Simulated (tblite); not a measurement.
Compound: C4H9B.
Numbering: `[BH2:1]/[CH:2]=[CH:3]/[CH2:4][CH3:5]` (hydrogens: H6, H7 on B1; H8 on C2; H9 on C3; H10, H11 on C4; H12, H13, H14 on C5)

Computed with GFN2-xTB (tblite), gas phase: L-BFGS steps from a force-field or distance-geometry start until the largest atomic force falls under 0.01 eV/Å.

Geometry at step 2:
```
atom  x, y, z in Å
B1      2.6415    0.4812    0.0009
C2      1.1800    0.2528   -0.4010
C3      0.3537   -0.5752    0.2674
C4     -1.0745   -0.8200   -0.1192
C5     -1.9458    0.4238    0.1462
H6      3.3171    1.2100   -0.6239
H7      3.0971   -0.0627    0.9401
H8      0.7757    0.7748   -1.2759
H9      0.7390   -1.1109    1.1363
H10    -1.1240   -1.0735   -1.1887
H11    -1.4784   -1.6567    0.4469
H12    -1.6012    1.2654   -0.4542
H13    -1.9046    0.6893    1.2052
H14    -2.9763    0.2012   -0.1272
```

**Question.** Give the atomic forces at this geometry.

**Answer.** 
| atom | Fx (eV/Å) | Fy (eV/Å) | Fz (eV/Å) |
| --- | --- | --- | --- |
| B1 | 0.171 | 0.068 | 0.071 |
| C2 | -0.209 | -0.118 | 0.060 |
| C3 | 0.237 | 0.137 | -0.243 |
| C4 | 0.006 | 0.184 | -0.031 |
| C5 | 0.109 | -0.246 | -0.066 |
| H6 | -0.029 | -0.052 | 0.037 |
| H7 | -0.093 | 0.045 | -0.124 |
| H8 | 0.028 | -0.222 | 0.268 |
| H9 | -0.176 | 0.166 | -0.204 |
| H10 | -0.008 | 0.105 | 0.208 |
| H11 | -0.033 | -0.094 | 0.034 |
| H12 | -0.012 | -0.057 | 0.135 |
| H13 | -0.016 | 0.009 | -0.208 |
| H14 | 0.025 | 0.073 | 0.063 |

The largest, 0.37 eV/Å, acts on C3; the rms over all components is 0.133 eV/Å. The forces sum to zero within rounding, as they must for an isolated molecule in no field.

**Question.** Give the force on C3 in Eh/bohr and in nN.

**Answer.** 0.366 eV/Å ÷ 51.422 = 0.00712 Eh/bohr, and 0.366 eV/Å × 1.602 = 0.59 nN.

**Question.** How far is this geometry from the end of the optimisation?

**Answer.** 0.069 eV above it, and 0.554 Å rms away after alignment. The bonds farthest from their final lengths, with half the difference of the two atoms' forces along the bond (positive lengthens):

```tsv
bond	now (Å)	final (Å)	force along bond (eV/Å)
C4–C5	1.542	1.529	-0.21
C2–H8	1.096	1.087	-0.15
C4–H10	1.100	1.092	-0.11
C3–C4	1.500	1.492	+0.08
C2=C3	1.347	1.339	-0.29
C3–H9	1.091	1.084	-0.06
```

The angle farthest from its final value is C4–C3–H9, 117.5° against 114.9°.

The cost below is that of the whole relaxation. Time: 0.51 s wall. Hardware: an Arm Neoverse N1 with one thread, shared host with 64 logical CPUs at a one-minute load of 55.
